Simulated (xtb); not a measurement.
Job for xtb: GFN2-xTB on H4Se2Si (SMILES [SiH3][Se][SeH]), a point of a torsion scan.

```
$ xtb mol.xyz --gfn 2 --opt vtight --chrg 0 --uhf 0 --input xcontrol
7

Si    -1.13797892    -0.17495231     0.06317063
Se     0.35550321     1.51758453    -0.21852111
Se     1.38654422     1.38533879    -2.33816981
H     -0.81445674    -1.23230716    -0.88413095
H     -2.46130418     0.36348218    -0.32890617
H     -1.08748363    -0.57721632     1.45561611
H      1.14739952     0.00300946    -2.97614590
$constrain
  force constant=1.0
  dihedral: 4,1,2,3,20.0
$end
```

The log:

```
[...]
           -------------------------------------------------
          |                Calculation Setup                |
           -------------------------------------------------



           -------------------------------------------------
          |                 G F N 2 - x T B                 |
           -------------------------------------------------

        Reference                      10.1021/acs.jctc.8b01176
      * Hamiltonian:
        H0-scaling (s, p, d)           1.850000    2.230000    2.230000
        zeta-weighting                 0.500000
      * Dispersion:
        s8                             2.700000
        a1                             0.520000
        a2                             5.000000
        s9                             5.000000
      * Repulsion:
        kExp                           1.500000    1.000000
        rExp                           1.000000
      * Coulomb:
        alpha                          2.000000
        third order                    shell-resolved
        anisotropic                    true
        a3                             3.000000
        a5                             4.000000
        cn-shift                       1.200000
        cn-exp                         4.000000
        max-rad                        5.000000


          ...................................................
          :                      SETUP                      :
          :.................................................:
          :  # basis functions                  34          :
          :  # atomic orbitals                  31          :
          :  # shells                           13          :
          :  # electrons                        20          :
          :  max. iterations                   250          :
          :  Hamiltonian                  GFN2-xTB          :
          :  restarted?                      false          :
          :  GBSA solvation                  false          :
          :  PC potential                    false          :
          :  electronic temp.          300.0000000     K    :
          :  accuracy                    1.0000000          :
          :  -> integral cutoff          0.2500000E+02      :
          :  -> integral neglect         0.1000000E-07      :
          :  -> SCF convergence          0.1000000E-05 Eh   :
          :  -> wf. convergence          0.1000000E-03 e    :
          :  Broyden damping             0.4000000          :
          :  net charge                          0          :
          :  unpaired electrons                  0          :
          ...................................................

 iter      E             dE          RMSdq      gap      omega  full diag
   1    -10.0780954 -0.100781E+02  0.102E+01    2.59       0.0  T
   2    -10.1858645 -0.107769E+00  0.384E+00    2.30       1.0  T
   3    -10.1918353 -0.597076E-02  0.270E+00    2.39       1.0  T
   4    -10.1936296 -0.179434E-02  0.109E+00    2.35       1.0  T
   5    -10.1932557  0.373956E-03  0.668E-01    2.36       1.0  T
   6    -10.1936018 -0.346117E-03  0.238E-01    2.34       1.0  T
   7    -10.1937010 -0.992492E-04  0.561E-02    2.35       1.0  T
   8    -10.1937015 -0.495681E-06  0.224E-02    2.35       1.7  T
   9    -10.1937018 -0.231687E-06  0.233E-02    2.35       1.6  T
  10    -10.1937020 -0.198805E-06  0.895E-03    2.35       4.2  T
  11    -10.1937020 -0.328706E-07  0.338E-03    2.35      11.2  T
  12    -10.1937020 -0.549531E-08  0.161E-03    2.35      23.4  T
  13    -10.1937020 -0.734511E-09  0.393E-04    2.35      96.1  T
  14    -10.1937020 -0.270219E-10  0.139E-04    2.35     271.8  T

   *** convergence criteria satisfied after 14 iterations ***

         #    Occupation            Energy/Eh            Energy/eV
      -------------------------------------------------------------
         1        2.0000           -0.7789618             -21.1966
       ...           ...                  ...                  ...
         4        2.0000           -0.4822668             -13.1231
         5        2.0000           -0.4680608             -12.7366
         6        2.0000           -0.4609365             -12.5427
         7        2.0000           -0.4372468             -11.8981
         8        2.0000           -0.4202365             -11.4352
         9        2.0000           -0.4060728             -11.0498
        10        2.0000           -0.3649863              -9.9318 (HOMO)
        11                         -0.2787849              -7.5861 (LUMO)
        12                         -0.2359122              -6.4195
        13                         -0.2168993              -5.9021
        14                         -0.2062225              -5.6116
        15                         -0.1999545              -5.4410
       ...                                ...                  ...
        31                          1.2854187              34.9780
      -------------------
[...]
 -0.1882654              -5.1230
       ...                                ...                  ...
        31                          1.1639792              31.6735
      -------------------------------------------------------------
                  HL-Gap            0.1141305 Eh            3.1056 eV
             Fermi-level           -0.3220113 Eh           -8.7624 eV

 SCC (total)                   0 d,  0 h,  0 min,  0.007 sec
 SCC setup                      ...        0 min,  0.000 sec (  2.006%)
 Dispersion                     ...        0 min,  0.000 sec (  0.444%)
 classical contributions        ...        0 min,  0.000 sec (  0.181%)
 integral evaluation            ...        0 min,  0.002 sec ( 27.548%)
 iterations                     ...        0 min,  0.002 sec ( 26.828%)
 molecular gradient             ...        0 min,  0.003 sec ( 41.186%)
 printout                       ...        0 min,  0.000 sec (  1.498%)

         :::::::::::::::::::::::::::::::::::::::::::::::::::::
         ::                     SUMMARY                     ::
         :::::::::::::::::::::::::::::::::::::::::::::::::::::
         :: total energy             -10.167462053815 Eh    ::
         :: gradient norm              0.001069084557 Eh/a0 ::
         :: HOMO-LUMO gap              3.105647809302 eV    ::
         ::.................................................::
         :: SCC energy               -10.208544880316 Eh    ::
         :: -> isotropic ES            0.019201390211 Eh    ::
         :: -> anisotropic ES          0.000072256964 Eh    ::
         :: -> anisotropic XC          0.001510846224 Eh    ::
         :: -> dispersion             -0.005131050990 Eh    ::
         :: repulsion energy           0.041080439004 Eh    ::
         :: add. restraining           0.000002387497 Eh    ::
         :: total charge               0.000000000000 e     ::
         :::::::::::::::::::::::::::::::::::::::::::::::::::::

           -------------------------------------------------
          |                Property Printout                |
           -------------------------------------------------

    * Orbital Energies and Occupations

         #    Occupation            Energy/Eh            Energy/eV
      -------------------------------------------------------------
         1        2.0000           -0.7777884             -21.1647
         2        2.0000           -0.7529710             -20.4894
         3        2.0000           -0.7080099             -19.2659
         4        2.0000           -0.4853290             -13.2065
         5        2.0000           -0.4653373             -12.6625
         6        2.0000           -0.4631573             -12.6032
         7        2.0000           -0.4439322             -12.0800
         8        2.0000           -0.4265851             -11.6080
         9        2.0000           -0.3865737             -10.5192
        10        2.0000           -0.3790766             -10.3152 (HOMO)
        11                         -0.2649461              -7.2096 (LUMO)
        12                         -0.2276503              -6.1947
        13                         -0.2154718              -5.8633
        14                         -0.2073597              -5.6425
        15                         -0.1882654              -5.1230
        16                         -0.1191232              -3.2415
        17                         -0.1117507              -3.0409
        18                         -0.0944732              -2.5707
        19                         -0.0246163              -0.6698
        20                          0.0008682               0.0236
        21                          0.0331793               0.9029
       ...                                ...                  ...
        31                          1.1639792              31.6735
      -------------------------------------------------------------
                  HL-Gap            0.1141305 Eh            3.1056 eV
             Fermi-level           -0.3220113 Eh           -8.7624 eV

     #   Z          covCN         q      C6AA      α(0)
     1  14 Si       3.630     0.487    98.045    18.996
     2  34 Se       1.837    -0.297   245.876    27.324
     3  34 Se       1.896    -0.156   240.989    27.050
     4   1 H        0.919    -0.056     4.232     3.217
     5   1 H        0.919    -0.052     4.149     3.186
     6   1 H        0.920    -0.058     4.286     3.238
     7   1 H        0.923     0.132     1.522     1.929

 Mol. C6AA /au·bohr⁶  :       2343.631972
 Mol. C8AA /au·bohr⁸  :     138448.026489
 Mol. α(0) /au        :         84.939925


Wiberg/Mayer (AO) data.
largest (>0.10) Wiberg bond orders for each atom

 ---------------------------------------------------------------------------
     #   Z sym  total        # sym  WBO       # sym  WBO       # sym  WBO
 ---------------------------------------------------------------------------
     1  14 Si   3.581 --     5 H    0.887     6 H    0.887     2 Se   0.884
                             4 H    0.883
     2  34 Se   2.371 --     3 Se   1.323     1 Si   0.884
     3  34 Se   2.311 --     2 Se   1.323     7 H    0.945
     4   1 H    0.997 --     1 Si   0.883
     5   1 H    0.997 --     1 Si   0.887
     6   1 H    0.997 --     1 Si   0.887
     7   1 H    0.983 --     3 Se   0.945
 ---------------------------------------------------------------------------

Topologies differ in total number of bonds
Writing topology from bond orders to xtbtopo.mol

molecular dipole:
                 x           y           z       tot (Debye)
 q only:       -1.335       0.383       0.065
   full:       -1.173       0.327       0.079       3.101
molecular quadrupole (traceless):
                xx          xy          yy          xz          yz          zz
 q only:       -1.098      -0.407      -1.416       1.380       0.972       2.514
  q+dip:       -2.015       0.800      -0.620       2.671       1.868       2.635
   full:       -1.279       0.574      -1.596       1.988       1.540       2.876

           -------------------------------------------------
          |                Geometry Summary                 |
           -------------------------------------------------

      molecular mass/u    :      190.0360388
   center of mass at/Å    :        0.8096939      -0.0787021      -1.0491060
  moments of inertia/u·Å² :        0.9576570E+02   0.3366296E+03   0.4224696E+03
rotational constants/cm⁻¹ :        0.1760300E+00   0.5007769E-01   0.3990260E-01

 * 5 selected distances

     #   Z          #   Z                                           value/Å
     2  34 Se       3  34 Se                                      2.3045267 (max)
     1  14 Si       4   1 H                                       1.4588893
     1  14 Si       5   1 H                                       1.4594730
     1  14 Si       6   1 H                                       1.4563789 (min)
     3  34 Se       7   1 H                                       1.4571754

 * 3 distinct bonds (by element types)

   Z      Z             #   av. dist./Å        max./Å        min./Å
   1 H   14 Si          3     1.4582470     1.4594730     1.4563789
   1 H   34 Se          1     1.4571754     1.4571754     1.4571754
  34 Se  34 Se          1     2.3045267     2.3045267     2.3045267


optimized geometry written to: xtbopt.xyz


           -------------------------------------------------
          | TOTAL ENERGY              -10.167462053815 Eh   |
          | GRADIENT NORM               0.001069084557 Eh/α |
          | HOMO-LUMO GAP               3.105647809302 eV   |
           -------------------------------------------------

------------------------------------------------------------------------
------------------------------------------------------------------------
 total:
 SCF:
Note: The following floating-point exceptions are signalling: IEEE_UNDERFLOW_FLAG IEEE_DENORMAL
normal termination of xtb
 ANC optimizer:
```

Convergence was not reached.

Warnings raised: the energy holds the restraint's term.

Cost: very roughly 1.3 core-seconds.
